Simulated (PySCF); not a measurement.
Match the calculated data to a structure.

All candidates are C6H4O2.

* 13C NMR: chemical shifts (computed TMS as zero) by class: 193.9 (2 C), 141.6 (4 C) ppm [GIAO PBE0/pcSseg-1]
* Triplet: lowest triplet excitation (Tamm–Dancoff): 2.03 eV [TDA PBE0/def2-SVPD]
* UV, first state: lowest singlet excitation: 2.51 eV (493 nm, f = 0.000) [TDDFT PBE0/def2-SVPD]
* Rotational structure: rotational constants A, B, C: 5.385, 1.651, 1.264 GHz [GFN2-xTB]
* NMR, other nuclei: isotropic shieldings of nuclei other than C and H, by class: -438 (2 O) ppm [GIAO PBE0/pcSseg-1]
* 1H NMR: chemical shifts (computed TMS as zero) by class: 6.83 (4 H) ppm [GIAO PBE0/pcSseg-1]
* Polarisability: 75.3 au [PBE0/def2-SVPD]
* Dipole: 0.00 D by symmetry (numerical residue 0.01 D) [PBE0/def2-SVPD]
* UV, strongest line: among the 8 lowest singlet transitions: S4 at 5.08 eV (244 nm, f = 0.352) [TDDFT PBE0/def2-SVPD]

Gas-phase values; electronic properties from PySCF, density fitting. Levels stand in brackets. Isolated species at its GFN2-xTB geometry, gas phase. NMR values are class means; diastereotopic atoms form classes of their own.

Question: Which candidate is it?
A. `C=C1C(=O)C=CC1=O`
B. `O=C=Cc1ccco1`
C. `O=C1C=CC(=O)C=C1`

Answer: C. It is `O=C1C=CC(=O)C=C1`. Numbering: `[O:1]=[C:2]1[CH:3]=[CH:4][C:5](=[O:6])[CH:7]=[CH:8]1`. Its formula, C6H4O2, gives 5 degrees of unsaturation: 1 ring and 4 π bonds in the structure found. 6 carbons fall into 2 classes; from least to most shielded: ketone carbonyl carbon [C2/C5] (193.9 ppm, 2 C), alkene CH carbon [C3/C4/C7/C8] (141.6 ppm, 4 C). All hydrogens form one class (6.83 ppm): vinylic hydrogen. The other shieldings belong to: -438 ppm, ketone oxygen [O1/O6]. S1 is mainly HOMO→LUMO (weight 0.98); the largest Löwdin shares of the orbital it empties are 0.28 on each of 2 atoms of one kind (ketone oxygen) and 0.08 on each of 2 atoms of one kind (ketone carbonyl carbon), of the orbital it fills 0.18 on each of 2 atoms of one kind (ketone oxygen) and 0.12 on each of 2 atoms of one kind (ketone carbonyl carbon). The vanishing dipole is forced by symmetry. The optimised geometry has point group D2h and is an asymmetric top.

The others, at the same levels:
- `O=C=Cc1ccco1` fails: it has 6 carbon classes against 2; its computed 13C shifts are 215.5 (1 C), 145.3 (1 C), 144.9 (1 C), 118.9 (1 C), 111.5 (1 C), 25.8 (1 C) ppm, 1H shifts are 7.41 (1 H), 6.66 (1 H), 6.29 (1 H), 4.50 (1 H) ppm and rotational constant A is 7.032 GHz (against 5.385 GHz).
- `C=C1C(=O)C=CC1=O` fails: it has 4 carbon classes against 2; its computed 13C shifts are 197.2 (2 C), 155.0 (2 C), 142.7 (1 C), 135.6 (1 C) ppm, 1H shifts are 7.45 (2 H), 6.82 (2 H) ppm and lowest singlet excitation is 2.98 eV (417 nm, f = 0.000) (against 2.51 eV).

Each candidate is one conformer, not necessarily the lowest. The conformers computed, where there is a choice (atom-mapped SMILES and torsion angles):
- `[O:1]=[C:2]=[CH:3][c:4]1[cH:5][cH:6][cH:7][o:8]1`: C2–C3–C4–C5 180°
